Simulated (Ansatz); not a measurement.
Start from `[OH][GaH][GaH2]` and change one atom or group to get `[BH2][GaH][OH]`.

Ansatz, PBE0-D4/def2-TZVP geometries, multiplicity 1. Each molecule was computed in one conformer, which needn't be the lowest.

Scalar relativity is left out up to krypton.

```csv
property,`[OH][GaH][GaH2]`
size of the dipole moment (ωB97M-V/def2-TZVPP) / D,1.28
size of the dipole moment (PBE/def2-TZVPP) / D,1.11
HOMO energy (B3LYP/def2-TZVPP) / eV,-7.06
LUMO energy (B3LYP/def2-TZVPP) / eV,-2.39
HOMO energy (ωB97M-V/def2-TZVPP) / eV,-9.26
zero-point energy (PBE0-D4/def2-TZVP) / kJ/mol,88.2
```

Q: What does the change do to each property? (Best estimate.)

A: Computed: 
```tsv
property	`[BH2][GaH][OH]`	shift
size of the dipole moment (ωB97M-V/def2-TZVPP) / D	2.10	0.82
size of the dipole moment (PBE/def2-TZVPP) / D	1.85	0.74
HOMO energy (B3LYP/def2-TZVPP) / eV	-7.45	-0.39
LUMO energy (B3LYP/def2-TZVPP) / eV	-2.81	-0.42
HOMO energy (ωB97M-V/def2-TZVPP) / eV	-9.80	-0.54
zero-point energy (PBE0-D4/def2-TZVP) / kJ/mol	104.6	16.4
```

With PBE0 the HOMO falls by 0.40 eV and the LUMO falls by 0.46 eV, so the gap narrows by about 0.06 eV. PBE moves the HOMO by -0.24 eV and ωB97M-V by -0.54 eV. Dipoles are sizes alone; their direction can turn.

B3LYP here is the variant with VWN-RPA as its local correlation; programs differ in this.
